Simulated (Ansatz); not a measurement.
This geometry of BClH3N + HO (8 atoms, charge 0, multiplicity 2) is a first-order saddle point.

Computed with Ansatz 0.2.0, UKS B3LYP/def2-SVP.

```xyz
8
Properties=species:S:1:pos:R:3
B 0.040 0.074 0.037
H 0.100 0.103 1.326
Cl 1.528 -0.074 -0.907
N -1.218 0.166 -0.524
H -2.039 0.228 0.070
H -1.404 0.181 -1.521
O -0.606 -0.285 2.499
H -0.248 -1.194 2.512
```

Question: Which two structures does it join? (They come from a converged band through this point; their orientation in space is the band's.)

Answer: Bonds broken: B1–H2. Bonds formed: H2–O7. BClH3N + HO becomes BClH2N + H2O.

Image 0:

```xyz
8
Properties=species:S:1:pos:R:3
B 0.345 -0.062 -0.190
H 0.874 -0.319 0.865
Cl 1.386 0.097 -1.627
N -1.026 0.105 -0.272
H -1.609 0.010 0.558
H -1.514 0.321 -1.134
O -1.641 -0.421 2.637
H -0.664 -0.534 2.655
```

Image 8:

```xyz
8
Properties=species:S:1:pos:R:3
B 0.433 -0.166 -0.640
H -0.213 0.295 2.555
Cl 1.260 -0.140 -2.199
N -0.893 0.134 -0.420
H -1.276 0.090 0.528
H -1.543 0.407 -1.154
O -0.996 -0.266 2.458
H -0.620 -1.154 2.365
```

Question: How far does it lie above each of them?

Answer: 2.3 kcal/mol above the first and 14.3 kcal/mol above the second. This is the barrier of this one path; another mechanism may lie lower.

The run took 9.6 min on 2 threads of Arm Neoverse V1 (shared host), peak memory 0.23 GiB.
